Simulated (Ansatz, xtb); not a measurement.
## Relative energy of two isomers of C3H10GeO

Structure a: `CC[C@@H](O)[GeH3]`, a singlet. Structure b: `C[C@@H](O)[CH2][GeH3]`, a singlet. Both are isolated molecules in the gas phase, relaxed with PBE-D3(BJ)/def2-SVP; each stands in its lowest conformer found.

a (Å):

```
atom    x (Å)    y (Å)    z (Å)
   C  -1.3234   0.4980   0.8188
   C  -0.9086  -0.6638  -0.0873
   C   0.0853  -0.2475  -1.1785
  Ge   0.6109  -1.7579  -2.3826
   O   1.2651   0.3605  -0.6520
   H  -1.8766   1.2716   0.2468
   H  -1.9743   0.1584   1.6489
   H  -0.4289   0.9868   1.2527
   H  -0.4513  -1.4763   0.5245
   H  -1.7998  -1.1210  -0.5701
   H  -0.3823   0.5334  -1.8170
   H   1.6925  -0.3014  -0.0746
   H   1.4784  -2.7301  -1.5288
   H   1.4796  -1.2273  -3.5515
   H  -0.6020  -2.5467  -2.9550
```

b (Å):

```xyz
15

C     2.0230   -0.0940   -0.1419
C     1.3105    0.5129    1.0607
C    -0.0792   -0.0962    1.3111
Ge   -1.4668    0.5936    0.0694
O     1.2215    1.9199    0.8161
H     2.2089   -1.1746    0.0153
H     1.4186    0.0298   -1.0629
H     2.9945    0.4131   -0.3002
H     1.9445    0.3271    1.9646
H     0.7719    2.3216    1.5826
H    -0.0484   -1.2037    1.2476
H    -0.4332    0.1452    2.3370
H    -1.9218    2.0155    0.4917
H    -0.9754    0.6334   -1.3989
H    -2.7047   -0.3442    0.1494
```

**Question.** Estimate E(b) − E(a) at the level CCSD(T)/def2-SVP + ΔMP2/def2-TZVPP.

**Answer.** Calculated at CCSD(T)/def2-SVP + ΔMP2/def2-TZVPP: E(b) − E(a) = −6.3 kcal/mol, so structure b lies lower.

Level by level:

```tsv
level	geometry	E(b) − E(a) (kcal/mol)	departure from the last row (kcal/mol)	job, with rough time for the two
GFN2-xTB	GFN2-xTB	−4.2	+2.1	optimisation, 0.35 s
HF/STO-3G	GFN2-xTB	−4.7	+1.6	single point, 0.94 s
r2SCAN-D4/def2-SVP	GFN2-xTB	−4.4	+1.8	single point, 5.2 s
PBE-D3(BJ)/def2-SVP	PBE-D3(BJ)/def2-SVP	−4.5	+1.8	optimisation, 47 s
HF/def2-SVP	PBE-D3(BJ)/def2-SVP	−6.4	−0.2	part of the CCSD(T) run
MP2/def2-SVP	PBE-D3(BJ)/def2-SVP	−6.5	−0.2	part of the CCSD(T) run
CCSD(T)/def2-SVP	PBE-D3(BJ)/def2-SVP	−6.2	+0.1	single point
CCSD(T)/def2-SVP + ΔMP2/def2-TZVPP	PBE-D3(BJ)/def2-SVP	−6.3		single point, 98 s
```

As drawn, both hold the same kinds of bond in the same numbers.

The levels shown agree on the order. The largest departure from CCSD(T)/def2-SVP + ΔMP2/def2-TZVPP is that of GFN2-xTB, 2.1 kcal/mol. The last row adds to CCSD(T) the change of the MP2 difference between the two basis sets, here −0.1 kcal/mol.

With thermal terms from frequencies at re-optimised GFN2-xTB minima (ideal gas, soft modes damped towards free rotors, one conformer each, 298.15 K, 1 atm): the zero-point term adds +0.3 kcal/mol; ΔH is −6.3 and ΔG −5.4 kcal/mol.

The correlated steps freeze 13 core orbitals; the filled d shell of Ge is correlated, in a basis made for valence electrons. Codes used: Ansatz 0.2.0, xtb 6.7.1; the last row on 2 threads of Intel(R) Xeon(R) Platinum 8259CL CPU @ 2.50GHz (Skylake/Cascade Lake) on a shared host.
